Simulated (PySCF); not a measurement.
A PySCF script (with the pyscf-properties extension) for the NMR shieldings of SMILES C1C[C@@H](N[SiH2]F)[C@@H]1C[SiH3], C5H14FNSi2, on a GFN2-xTB geometry:

```python
import basis_set_exchange as bse
import numpy as np
from pyscf import gto, dft
from pyscf.prop import nmr

atoms = """
F    -4.091141    1.409946   -0.387577
Si   -2.510750    1.271689   -0.662978
N    -2.154315   -0.271472   -0.024826
C    -0.882679   -0.934487   -0.087871
C    -0.535251   -1.872916    1.083133
C     0.864765   -1.244758    1.134645
C     0.352601   -0.082803    0.266325
C     1.225219    0.402760   -0.873868
Si    2.779020    1.319621   -0.271687
H    -1.863965    2.329454    0.100041
H    -2.371885    1.440923   -2.107951
H    -2.920094   -0.924884    0.060047
H    -0.743557   -1.441556   -1.054447
H    -1.126497   -1.636148    1.964953
H    -0.589486   -2.941498    0.885285
H     1.244630   -0.984737    2.119753
H     1.607313   -1.846489    0.613734
H     0.044890    0.756897    0.890369
H     1.510135   -0.449794   -1.494989
H     0.629863    1.064184   -1.507879
H     3.601673    0.421498    0.541459
H     2.376899    2.475245    0.532542
H     3.547861    1.766310   -1.435197
"""
names = dict.fromkeys(["F", "Si", "N", "C", "H"], "pcSseg-1")
basis = {el: gto.basis.parse(bse.get_basis(n, elements=[el], fmt="nwchem")) for el, n in names.items()}
mol = gto.M(atom=atoms, basis=basis, charge=0, verbose=0)
mf = dft.RKS(mol, xc="PBE0")
mf.grids.level = 2
mf.grids.alignment = dft.numint.BLKSIZE   # the property module wants whole blocks of grid points
mf.conv_tol = 1e-9
mf.kernel()

calc = nmr.RKS(mf)   # GIAO
C = mf.mo_coeff
Co = C[:, mf.mo_occ > 0]
resp = mf.gen_response(singlet=True, hermi=2)
def vind(x):   # induced exchange potential for any number of trial vectors
    d = np.einsum("pi,xij,qj->xpq", C, 2 * x.reshape(-1, C.shape[1], Co.shape[1]), Co, optimize=True)
    return np.einsum("xpq,pi,qj->xij", resp(d - d.transpose(0, 2, 1)), C, Co, optimize=True).ravel()
mo1, _ = nmr.rhf.solve_mo1(calc, with_cphf=vind)
sigma = calc.kernel(mo1)
for i, s in enumerate(sigma):   # ppm
    w = np.linalg.eigvalsh((s + s.T) / 2)
    print("%2d %-2s iso %8.1f  s11 %8.1f  s22 %8.1f  s33 %8.1f" % (i, mol.atom_pure_symbol(i), w.mean(), *w))
```

Problem. Give the expected output.

Solution. 
```
 0 F  iso    385.5  s11    342.2  s22    387.7  s33    426.6
 1 Si iso    365.1  s11    333.1  s22    356.3  s33    405.9
 2 N  iso    216.5  s11    161.0  s22    220.1  s33    268.6
 3 C  iso    129.0  s11    115.4  s22    124.6  s33    146.9
 4 C  iso    158.3  s11    137.6  s22    156.8  s33    180.6
 5 C  iso    163.8  s11    145.4  s22    163.8  s33    182.3
 6 C  iso    147.7  s11    133.5  s22    144.1  s33    165.5
 7 C  iso    167.8  s11    152.2  s22    161.9  s33    189.2
 8 Si iso    426.5  s11    396.7  s22    415.3  s33    467.4
 9 H  iso     26.4  s11     22.6  s22     26.3  s33     30.4
10 H  iso     26.3  s11     22.7  s22     25.0  s33     31.2
11 H  iso     31.1  s11     22.6  s22     29.9  s33     40.9
12 H  iso     28.3  s11     24.3  s22     29.4  s33     31.1
13 H  iso     30.0  s11     27.3  s22     28.2  s33     34.5
14 H  iso     29.5  s11     25.9  s22     26.7  s33     36.0
15 H  iso     29.6  s11     25.6  s22     27.3  s33     35.8
16 H  iso     30.4  s11     26.9  s22     29.5  s33     34.8
17 H  iso     29.7  s11     27.4  s22     30.2  s33     31.4
18 H  iso     31.0  s11     26.8  s22     30.5  s33     35.8
19 H  iso     30.8  s11     25.6  s22     30.4  s33     36.3
20 H  iso     27.9  s11     24.0  s22     27.3  s33     32.5
21 H  iso     28.1  s11     24.5  s22     26.5  s33     33.1
22 H  iso     27.9  s11     24.4  s22     25.3  s33     33.9
```

These numbers come from an equivalent density-fitted implementation of the same equations, which agrees with the script to about 0.01 ppm for H and up to a few tenths of a ppm for heavy atoms, so last digits may differ.

Problem. Turn these shieldings into chemical shifts. Shifts are taken against calculated references (same method and geometry level): 19F (σref 170.95) vs CFCl3; 29Si (σref 349.16) and 13C (σref 186.93) and 1H (σref 31.72) vs TMS; NH3 for 15N (σref 267.73).

Solution. Averaging equivalent atoms: F 0: -214.6; Si 1: -16.0; Si 8: -77.3; N 2: 51.2; C 3: 57.9; C 6: 39.2; C 4: 28.6; C 5: 23.1; C 7: 19.2; H 10: 5.42; H 9: 5.31; H 20/21/22: 3.76; H 12: 3.46; H 14: 2.17; H 15: 2.16; H 17: 2.06; H 13: 1.68; H 16: 1.31; H 19: 0.95; H 18: 0.70; H 11: 0.61 ppm. Unscaled 19F shifts against computed CFCl3 carry errors that often reach 10 to 50 ppm. Experimental scales use liquid or dissolved standards, which lie at an offset from isolated NH3 (liquid NH3: subtract about 20 ppm).

Size and cost of the density-fitted run: 237 basis functions, 100 s wall time on 1 thread of an Arm Neoverse N1, shared host; peak memory 1.1 GiB.
